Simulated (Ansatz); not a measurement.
Born–Oppenheimer molecular dynamics of AlFH3NO (7 atoms, charge 0, multiplicity 1). It goes on from the last frame of an earlier run, with new velocities.

Level of theory: RKS PBE-D4/def2-SVP in Ansatz 0.2.0.

```json
{
  "ensemble": "NVT, Langevin thermostat",
  "time step": "0.5 fs",
  "steps asked": "250",
  "set temperature": "2000 K",
  "friction": "0.005 /fs",
  "seed": "752382"
}
```

First frame:

```xyz
7
Properties=species:S:1:pos:R:3
Al 0.132 -0.165 0.187
N -0.138 0.035 1.988
H -0.914 0.303 2.544
H 0.643 0.101 2.554
O 1.517 -0.381 -0.774
H 2.445 -0.175 -1.016
F -1.272 -0.232 -0.804
```

Problem. How far do the bonds stretch over the last three quarters of this one trajectory? (Pairs bonded in most of those frames.)

Solution. 
```
  bond  mean (Å)  spread (Å)  shortest  longest
Al1–N2     1.812       0.046      1.74     1.91
Al1–O5     1.735       0.023      1.69     1.77
Al1–F7     1.701       0.040      1.63     1.79
 N2–H3     1.077       0.124      0.87     1.29
 N2–H4     1.049       0.070      0.92     1.16
 O5–H6     0.996       0.037      0.93     1.08
```

Mean temperature of the second half: 1910 K. A run of 0.12 ps of so small a system gives no equilibrium averages.

Time of the run: 3.4 min on 2 threads of Arm Neoverse V2 (shared host), peak memory 0.13 GiB.
